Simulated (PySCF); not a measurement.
## Electron correlation in C²⁺ (carbon, charge +2)

[He] 2s1 2p1, high-spin 3P determinant (an excited configuration). Calculation: PySCF 2.14, in aug-cc-pCVTZ-DK; scalar relativity by spin-free X2C-1e. Frozen: nothing; 4 electrons correlated.

```csv
level,correlation energy (mhartree)
CCSD,-51.82
(T),-0.04
CCSD(T),-51.86
```

Diagnostics: T1 = 0.0012, D1 = 0.0028, largest double amplitude 0.021.

Cost of the coupled-cluster step: of the order of 1.9 core-seconds, for 4 correlated electrons.
